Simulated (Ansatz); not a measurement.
Calculation: PBE-D3(BJ)/def2-SVP in Ansatz (a first-principles code). No frequencies were computed at this level.

Ansatz 0.2 input:
```yaml
crystal:
  periodic: [false, false, false]
  atoms:
    - { symbol: Cd, position_ang: [0.229654, 0.363399, 1.064983] }
    - { symbol: N, position_ang: [1.012444, -1.428406, 0.438921] }
    - { symbol: H, position_ang: [0.200923, -1.961613, 0.116536] }
    - { symbol: H, position_ang: [1.434437, -1.996115, 1.171979] }
    - { symbol: N, position_ang: [-1.010853, 1.509769, -0.102424] }
    - { symbol: H, position_ang: [-0.500129, 1.62764, -0.9811] }
    - { symbol: H, position_ang: [-1.177773, 2.454171, 0.241161] }
basis:
  gaussian: { orbitals: def2-svp }
hamiltonian:
  xc: pbe
  dispersion: d3bj
relax:
  max_steps: 150
```

Output:

```
Functional definition: PBE
884 factors; their error is unknown
mean field evaluation 1: about -7581.9410 eV, gradient 9.5e1 eV
mean field evaluation 2: about -7446.9550 eV, gradient 2.1e2 eV
mean field evaluation 4: about -7601.9661 eV, gradient 1.4e1 eV
mean field evaluation 8: about -7602.3053 eV, gradient 1.8e-1 eV
mean field evaluation 16: about -7602.2716 eV, gradient 3.1e-4 eV
mean field -7602.27164258 eV, -279.3783298600 hartree, gradient 4.9e-5 eV, S^2 0.000000; 0 other end points of the search recorded, 0 dependent functions left out
reference -7602.27168464 eV, -279.3783314055 hartree; 19, 19 occupied and 60, 60 virtual orbitals, 884 factors
relax step   1: F+E_penalty+E_count = -7602.37774780 eV  Δ(F+E_penalty+E_count) = +0.000e0 eV  max|allowed force component| = 6.711e-1 eV/Å  Δτ_max = 0.0000 Å  (26 SCF iters, accepted)
these checks for a lower state are left out or cut short: starts, cluster_reference, orbital_swaps, neighbouring_geometries, increment
884 factors; their error is unknown
mean field -7602.54929418 eV, -279.3885333680 hartree, gradient 2.0e-5 eV, S^2 0.000000; 0 other end points of the search recorded, 0 dependent functions left out
reference -7602.54933639 eV, -279.3885349192 hartree; 19, 19 occupied and 60, 60 virtual orbitals, 884 factors
relax step   2: F+E_penalty+E_count = -7602.65271379 eV  Δ(F+E_penalty+E_count) = -2.750e-1 eV  max|allowed force component| = 7.291e-1 eV/Å  Δτ_max = 0.1946 Å  (28 SCF iters, accepted)
these checks for a lower state are left out or cut short: starts, cluster_reference, orbital_swaps, neighbouring_geometries, increment
884 factors; their error is unknown
mean field evaluation 32: about -7602.7069 eV, gradient 1.9e-5 eV
mean field -7602.70689646 eV, -279.3943251452 hartree, gradient 1.9e-5 eV, S^2 0.000000; 0 other end points of the search recorded, 0 dependent functions left out
reference -7602.70693928 eV, -279.3943267188 hartree; 19, 19 occupied and 60, 60 virtual orbitals, 884 factors
relax step   3: F+E_penalty+E_count = -7602.80936262 eV  Δ(F+E_penalty+E_count) = -1.566e-1 eV  max|allowed force component| = 5.107e-1 eV/Å  Δτ_max = 0.1947 Å  (28 SCF iters, accepted)
these checks for a lower state are left out or cut short: starts, cluster_reference, orbital_swaps, neighbouring_geometries, increment
884 factors; their error is unknown
mean field -7602.86593106 eV, -279.4001695587 hartree, gradient 1.5e-5 eV, S^2 0.000000; 0 other end points of the search recorded, 0 dependent functions left out
reference -7602.86597368 eV, -279.4001711252 hartree; 19, 19 occupied and 60, 60 virtual orbitals, 884 factors
relax step   4: F+E_penalty+E_count = -7602.96796840 eV  Δ(F+E_penalty+E_count) = -1.586e-1 eV  max|allowed force component| = 3.703e-1 eV/Å  Δτ_max = 0.2000 Å  (34 SCF iters, accepted)
these checks for a lower state are left out or cut short: starts, cluster_reference, orbital_swaps, neighbouring_geometries, increment
884 factors; their error is unknown
mean field -7602.94524793 eV, -279.4030844001 hartree, gradient 2.3e-5 eV, S^2 0.000000; 0 other end points of the search recorded, 0 dependent functions left out
reference -7602.94529050 eV, -279.4030859645 hartree; 19, 19 occupied and 60, 60 virtual orbitals, 884 factors
relax step   5: F+E_penalty+E_count = -7603.04710926 eV  Δ(F+E_penalty+E_count) = -7.914e-2 eV  max|allowed force component| = 2.146e-1 eV/Å  Δτ_max = 0.2000 Å  (29 SCF iters, accepted)
these checks for a lower state are left out or cut short: starts, cluster_reference, orbital_swaps, neighbouring_geometries, increment
884 factors; their error is unknown
mean field -7602.96721574 eV, -279.4038917021 hartree, gradient 1.1e-5 eV, S^2 0.000000; 0 other end points of the search recorded, 0 dependent functions left out
reference -7602.96725848 eV, -279.4038932728 hartree; 19, 19 occupied and 60, 60 virtual orbitals, 884 factors
relax step   6: F+E_penalty+E_count = -7603.06955967 eV  Δ(F+E_penalty+E_count) = -2.245e-2 eV  max|allowed force component| = 7.198e-2 eV/Å  Δτ_max = 0.1680 Å  (34 SCF iters, accepted)
these checks for a lower state are left out or cut short: starts, cluster_reference, orbital_swaps, neighbouring_geometries, increment
884 factors; their error is unknown
mean field -7602.96880270 eV, -279.4039500219 hartree, gradient 9.4e-6 eV, S^2 0.000000; 0 other end points of the search recorded, 0 dependent functions left out
reference -7602.96884532 eV, -279.4039515881 hartree; 19, 19 occupied and 60, 60 virtual orbitals, 884 factors
relax step   7: F+E_penalty+E_count = -7603.07116954 eV  Δ(F+E_penalty+E_count) = -1.610e-3 eV  max|allowed force component| = 3.752e-2 eV/Å  Δτ_max = 0.0184 Å  (29 SCF iters, accepted)
these checks for a lower state are left out or cut short: starts, cluster_reference, orbital_swaps, neighbouring_geometries, increment
884 factors; their error is unknown
mean field evaluation 64: about -7602.9996 eV, gradient 1.3e-2 eV
mean field -7602.96911937 eV, -279.4039616592 hartree, gradient 9.4e-6 eV, S^2 0.000000; 0 other end points of the search recorded, 0 dependent functions left out
reference -7602.96916191 eV, -279.4039632224 hartree; 19, 19 occupied and 60, 60 virtual orbitals, 884 factors
relax step   8: F+E_penalty+E_count = -7603.07148458 eV  Δ(F+E_penalty+E_count) = -3.150e-4 eV  max|allowed force component| = 9.465e-3 eV/Å  Δτ_max = 0.0326 Å  (28 SCF iters, accepted)
these checks for a lower state are left out or cut short: starts, cluster_reference, orbital_swaps, neighbouring_geometries, increment
884 factors; their error is unknown
mean field -7602.96915559 eV, -279.4039629902 hartree, gradient 9.7e-6 eV, S^2 0.000000; 0 other end points of the search recorded, 0 dependent functions left out
reference -7602.96919814 eV, -279.4039645540 hartree; 19, 19 occupied and 60, 60 virtual orbitals, 884 factors
relax step   9: F+E_penalty+E_count = -7603.07151091 eV  Δ(F+E_penalty+E_count) = -2.633e-5 eV  max|allowed force component| = 5.611e-3 eV/Å  Δτ_max = 0.0100 Å  (29 SCF iters, accepted)
884 factors; their error is unknown
mean field evaluation 96: about -7602.9692 eV, gradient 1.7e-5 eV
mean field -7602.96915559 eV, -279.4039629902 hartree, gradient 1.1e-5 eV, S^2 0.000000; 1 other end points of the search recorded, 0 dependent functions left out
reference -7602.96919814 eV, -279.4039645540 hartree; 19, 19 occupied and 60, 60 virtual orbitals, 884 factors
Total energy: -7603.07155346 eV, -279.4077260428 hartree
Atom 0 at     0.014040     0.062607     0.225648 Å, force     0.000208     0.000237     0.000760 eV/Å
Atom 1 at     0.958810    -1.709992     0.453664 Å, force    -0.003788     0.001385    -0.000460 eV/Å
Atom 2 at     0.298324    -2.479771     0.634449 Å, force     0.004945     0.005487     0.000476 eV/Å
Atom 3 at     1.593812    -1.697348     1.264192 Å, force    -0.003629    -0.001826    -0.001645 eV/Å
Atom 4 at    -0.999215     1.736171    -0.283452 Å, force     0.003390    -0.001944    -0.001049 eV/Å
Atom 5 at    -0.442282     2.356205    -0.889148 Å, force    -0.003427    -0.003319     0.005611 eV/Å
Atom 6 at    -1.234785     2.300973     0.544705 Å, force     0.002301    -0.000019    -0.003693 eV/Å
Dipole moment:     0.074719     0.108015     0.306545 e Å
```

Cost: about 18 core-seconds (a rough figure).
